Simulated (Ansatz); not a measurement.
Relaxation of BClF$_{2}$H$_{2}$OSi (8 atoms, charge 0, multiplicity 1), to a largest force component of 0.015 eV/Å in at most 40 steps.

These are results of RKS PBE-D4/STO-3G in Ansatz 0.2.0, not measurements.

```xyz
8
Properties=species:S:1:pos:R:3
O 1.386 -1.416 0.543
B 0.093 -0.624 0.708
Si -0.561 0.567 -0.706
F -0.707 -0.308 -2.109
F 0.630 1.752 -0.992
Cl -2.326 1.476 -0.099
H 2.069 -0.777 0.903
H -0.491 -0.726 1.696
```

Q: Where does it end, and by what steps?

A: The run converged. The force dipped under the threshold on the way, but the program's further checks kept it going. Limits of this set-up: minimal basis. After 33 steps the energy has fallen by 1.880 eV; H8 moved furthest, 1.64 Å.

```tsv
step	energy less start (eV)	largest force component (eV/Å)	accepted
0	0.0000	4.310	yes
2	-0.7132	2.500	yes
4	-1.5259	2.875	yes
6	-1.8117	0.543	yes
8	-1.8492	0.334	yes
10	-1.8544	0.111	yes
12	-1.8570	0.041	yes
14	-1.8583	0.052	yes
16	-1.8601	0.238	yes
18	-1.8640	0.221	yes
20	-1.8689	0.203	yes
22	-1.8735	0.204	yes
24	-1.8746	0.074	yes
26	-1.8784	0.026	yes
28	-1.8786	0.073	yes
30	-1.8794	0.033	yes
32	-1.8796	0.009	yes
33	-1.8796	0.015	yes
```

```xyz
8
Properties=species:S:1:pos:R:3
O 0.835 -1.593 0.506
B 0.521 -0.281 0.690
Si -0.444 0.646 -0.776
F -0.320 0.006 -2.288
F -0.052 2.235 -0.959
Cl -2.542 0.593 -0.266
H 1.307 -1.957 1.348
H 0.787 0.294 1.690
```

Time of the run: 33 s on 1 thread of AMD EPYC 9R45 96-Core Processor (Zen 5) (shared host), peak memory 0.19 GiB.
